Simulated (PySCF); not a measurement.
C4H7F, SMILES C=C(F)CC.

Geometry: TPSSh-D3(BJ)/def2-SVP. Other conformers were not sampled.

Calculation: TPSSh-D3(BJ)/def2-SVP run with PySCF 2.14.0.

Frequencies are harmonic and unscaled.

```json
[
 {"mode": "1", "ν (cm⁻¹)": "93", "IR (km/mol)": "0.4", "moving atoms (share of kinetic energy)": "C 46 %, H 37 %, F 17 %"},
 {"mode": "2", "ν (cm⁻¹)": "225", "IR (km/mol)": "0.6", "moving atoms (share of kinetic energy)": "H 78 %, C 11 %, F 11 %"},
 {"mode": "3", "ν (cm⁻¹)": "235", "IR (km/mol)": "0.3", "moving atoms (share of kinetic energy)": "C 47 %, H 38 %, F 15 %"},
 {"mode": "4", "ν (cm⁻¹)": "395", "IR (km/mol)": "0.6", "moving atoms (share of kinetic energy)": "H 45 %, C 41 %, F 14 %"},
 {"mode": "5", "ν (cm⁻¹)": "464", "IR (km/mol)": "5.0", "moving atoms (share of kinetic energy)": "C 39 %, F 30 %, H 30 %"},
 {"mode": "6", "ν (cm⁻¹)": "615", "IR (km/mol)": "2.3", "moving atoms (share of kinetic energy)": "C 68 %, H 28 %"},
 {"mode": "7", "ν (cm⁻¹)": "748", "IR (km/mol)": "0.0", "moving atoms (share of kinetic energy)": "H 87 %, C 9 %"},
 {"mode": "8", "ν (cm⁻¹)": "789", "IR (km/mol)": "0.0", "moving atoms (share of kinetic energy)": "H 78 %, C 17 %"},
 {"mode": "9", "ν (cm⁻¹)": "815", "IR (km/mol)": "9.9", "moving atoms (share of kinetic energy)": "C 52 %, H 39 %, F 9 %"},
 {"mode": "10", "ν (cm⁻¹)": "861", "IR (km/mol)": "54.0", "moving atoms (share of kinetic energy)": "H 71 %, C 29 %"},
 {"mode": "11", "ν (cm⁻¹)": "946", "IR (km/mol)": "38.6", "moving atoms (share of kinetic energy)": "H 43 %, C 29 %, F 28 %"},
 {"mode": "12", "ν (cm⁻¹)": "1000", "IR (km/mol)": "5.1", "moving atoms (share of kinetic energy)": "H 54 %, C 45 %"},
 {"mode": "13", "ν (cm⁻¹)": "1079", "IR (km/mol)": "11.9", "moving atoms (share of kinetic energy)": "C 51 %, H 46 %"},
 {"mode": "14", "ν (cm⁻¹)": "1094", "IR (km/mol)": "1.4", "moving atoms (share of kinetic energy)": "H 60 %, C 40 %"},
 {"mode": "15", "ν (cm⁻¹)": "1261", "IR (km/mol)": "27.1", "moving atoms (share of kinetic energy)": "H 63 %, C 34 %"},
 {"mode": "16", "ν (cm⁻¹)": "1298", "IR (km/mol)": "29.0", "moving atoms (share of kinetic energy)": "H 60 %, C 38 %"},
 {"mode": "17", "ν (cm⁻¹)": "1356", "IR (km/mol)": "30.6", "moving atoms (share of kinetic energy)": "H 50 %, C 48 %"},
 {"mode": "18", "ν (cm⁻¹)": "1403", "IR (km/mol)": "1.8", "moving atoms (share of kinetic energy)": "H 79 %, C 21 %"},
 {"mode": "19", "ν (cm⁻¹)": "1412", "IR (km/mol)": "0.5", "moving atoms (share of kinetic energy)": "H 82 %, C 18 %"},
 {"mode": "20", "ν (cm⁻¹)": "1464", "IR (km/mol)": "4.7", "moving atoms (share of kinetic energy)": "H 91 %, C 9 %"},
 {"mode": "21", "ν (cm⁻¹)": "1488", "IR (km/mol)": "6.7", "moving atoms (share of kinetic energy)": "H 97 %"},
 {"mode": "22", "ν (cm⁻¹)": "1503", "IR (km/mol)": "7.0", "moving atoms (share of kinetic energy)": "H 94 %"},
 {"mode": "23", "ν (cm⁻¹)": "1747", "IR (km/mol)": "96.7", "moving atoms (share of kinetic energy)": "C 91 %, H 8 %"},
 {"mode": "24", "ν (cm⁻¹)": "3031", "IR (km/mol)": "18.0", "moving atoms (share of kinetic energy)": "H 94 %"},
 {"mode": "25", "ν (cm⁻¹)": "3041", "IR (km/mol)": "26.4", "moving atoms (share of kinetic energy)": "H 97 %"},
 {"mode": "26", "ν (cm⁻¹)": "3102", "IR (km/mol)": "7.7", "moving atoms (share of kinetic energy)": "H 91 %, C 9 %"},
 {"mode": "27", "ν (cm⁻¹)": "3127", "IR (km/mol)": "26.3", "moving atoms (share of kinetic energy)": "H 90 %, C 10 %"},
 {"mode": "28", "ν (cm⁻¹)": "3138", "IR (km/mol)": "21.6", "moving atoms (share of kinetic energy)": "H 91 %, C 9 %"},
 {"mode": "29", "ν (cm⁻¹)": "3173", "IR (km/mol)": "0.0", "moving atoms (share of kinetic energy)": "H 94 %"},
 {"mode": "30", "ν (cm⁻¹)": "3278", "IR (km/mol)": "2.1", "moving atoms (share of kinetic energy)": "H 89 %, C 11 %"}
]
```
